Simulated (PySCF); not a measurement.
ClHOZn, SMILES [OH][Zn][Cl]. Heavy atoms are numbered as in [Zn:1]([Cl:2])[OH:3]. Hydrogens are named by the atom that carries them.

Geometry: B3LYP-D3(BJ)/def2-TZVP. Other conformers were not sampled.

The numbers are results of ωB97X/def2-TZVPD (PySCF), not measurements.

ESP charges are fitted to the potential on shells at 1.4 to 2.0 van der Waals radii. Atomic charges (e), one atom of each kind:

```
atom     meta-Löwdin  ESP fit
-------  -----------  -------
Zn1             1.34     0.77
Cl2            -0.65    -0.38
O3 (OH)        -1.01    -0.72
H on O3         0.33     0.32
```
